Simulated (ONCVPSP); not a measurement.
**Before and after: ONCV potential for Tl**

```
Element                 : thallium
Generator               : ONCVPSP 4.0.1
Type                    : optimised norm-conserving Vanderbilt (ONCV)
Functional              : PBE
Relativity              : scalar-relativistic
Frozen core             : [Xe] 4f14 5d10
Valence charge          : 3
Reference configuration : 6s1 6p2
Partial waves           : 6s: rc 1.90 bohr, ncon 4, nbas 7, qcut 2.9 1/bohr, 2 projectors, debl 3.6 Ha; 6p: rc 2.85 bohr, ncon 5, nbas 9, qcut 2.5 1/bohr, 2 projectors, debl 1.8 Ha; d scattering state at 0.11 Ha: rc 2.95 bohr, ncon 4, nbas 7, qcut 3.6 1/bohr, 3 projectors, debl 3.5 Ha
Local potential         : polynomial inside 1.75 bohr (lpopt 2, dvloc0 2 Ha)
Core correction         : Teter function, fcfact 2.25, rcfact 1.75
```

Change: p: rc 2.4.

Cutoffs: the cutoffs (Ha) at which the residual kinetic energy of the hardest occupied pseudo-wave falls to 1 and 0.1 mHa per electron; they do not see the model core or the augmentation charge, which bear on the density cutoff. Errors are all-electron minus pseudo energies relative to the spin-unpolarised reference configuration.

Question: Predict the effect on cutoff, ghosts and configuration errors.

Answer: The potential gets softer (10 Ha and 26 Ha → 10 Ha and 22 Ha); of the 4 tests that both files solve, the error grows in 1 and shrinks in 0 by more than 15 % and 0.3 meV (median size 88.0 → 89.9 meV); neither file shows a bound ghost.

| quantity | base | changed |
| --- | --- | --- |
| cutoff, loose | 10 Ha | 10 Ha |
| cutoff, tight | 26 Ha | 22 Ha |
| loose cutoff by channel | s 10 Ha, p 4.2 Ha | s 10 Ha, p 4.3 Ha |
| bound ghosts | none | none |
| GHOST(+) flags under 300 eV | s at 119.5 eV | s at 119.5 eV |
| error for 6s2 6p1, meV [ΔE -7.40 eV] | -17 | -20 |
| error for 6s2 6p0, meV [ΔE -2.24 eV] | -90 | -95 |
| error for 6s1 6p0, meV [ΔE 18.54 eV] | -397 | -392 |
| error for 6s1 6p1, meV [ΔE 6.04 eV] | -86 | -85 |
| s: phases at 1.93 bohr within 0.05 rad from the reference energy up to (Ha; the scan ends near 5) | 4.3 | 4.3 |
| d: phases at 3.00 bohr within 0.05 rad from the reference energy up to (Ha; the scan ends near 5) | 0.3 | 0.3 |
| rms error of d²Exc/dni dnj with the model core, mHa | 4.85 | 4.82 |

Base: The cutoffs count occupied waves only; projector 2 of the s channel, the hardest unoccupied one, needs 42 Ha at the loose tolerance. Changed file: The cutoffs count occupied waves only; projector 2 of the p channel, the hardest unoccupied one, needs 50 Ha at the loose tolerance.
